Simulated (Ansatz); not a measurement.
A series at Ga: from `[SH][Ga]([SH])[SH]`, ligands are replaced one by one, each step taking up H₂ and setting free H₂S; n counts the steps. Ansatz, PBE0-D4/def2-TZVP geometries. Each molecule was computed in one conformer, which needn't be the lowest.

CBS adds triple-zeta CCSD(T) − MP2 to the MP2 limit, frozen cores; atoms without spin–orbit coupling. Outer-core shells of Ga are correlated without core-valence functions. Scalar relativity is left out up to krypton. Spin–orbit coupling is left out.

| n | molecule | atomization energy, CCSD(T)/CBS (kJ/mol) |
| --- | --- | --- |
| 0 | `[SH][Ga]([SH])[SH]` | 2000.4 |
| 1 | `[SH][GaH][SH]` | 1621.9 |
| 2 | `[SH][GaH2]` | 1235.7 |
| 3 | `[GaH3]` | ? |

Question: By hand: fit a straight line y = ȳ + b (n − n̄) to the 3 given rows and predict n = 3.

Answer: n̄ = 1.000, ȳ = 1619.33; Σ(n − n̄)(y − ȳ) = -764.70, Σ(n − n̄)² = 2.000, so b = -382.35 kJ/mol a step. Prediction: 1619.33 + (-382.35) × (2.000) = 854.6 kJ/mol.

Question: By hand: compare with the computed value, 835.8 kJ/mol, and give the steps along the whole series.

Answer: The line misses by -18.8 kJ/mol (computed minus predicted). Steps: -378.5, -386.2, -399.9 kJ/mol.

The steps differ by up to 21.4 kJ/mol, small against a whole step but well beyond the method's doubt, so the ligands' effects don't simply add. The miss is 1.6 % of the series' range. The energies themselves are unsure by some kJ/mol a bond, though much of that is common to the series.
